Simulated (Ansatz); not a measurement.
Program: Ansatz. Geometries: PBE0-D4/def2-TZVP. ΔE: electronic, gas phase. CBS: MP2 limit from def2 TZ/QZ plus the TZ coupled-cluster correction, frozen cores. This one scheme is used for every species. DFT in def2-TZVPP. B3LYP here is the variant with VWN-RPA as its local correlation; programs differ in this. Each species was taken in one conformer, which may not be the lowest.

Reaction (redistribution): `CSB(N)F` + `OBCl` → `CSB(O)F` + `NBCl`

Is it downhill or uphill in electronic energy at CCSD(T)/CBS, and by how much? (An estimate is asked.)

Computed: Downhill: ΔE = -14.5 kJ/mol.

What do these levels give: PBE-D4, PBE0-D4, B3LYP-D4, ωB97X-V, ωB97M-V, B2PLYP, B3LYP, SCS-MP2/def2-TZVPP, CCSD/def2-TZVPP, HF/def2-QZVPP, MP2/def2-QZVPP, SCS-MP2/def2-QZVPP? (An estimate is asked.)

Ansatz gave: PBE-D4 -13.8, PBE0-D4 -14.3, B3LYP-D4 -14.2, ωB97X-V -14.1, ωB97M-V -14.5, B2PLYP -14.5, B3LYP -14.3, SCS-MP2/def2-TZVPP -14.6, CCSD/def2-TZVPP -15.1, HF/def2-QZVPP -14.3, MP2/def2-QZVPP -14.5, SCS-MP2/def2-QZVPP -14.4 kJ/mol.

Largest T1 diagnostic among the species: 0.012.
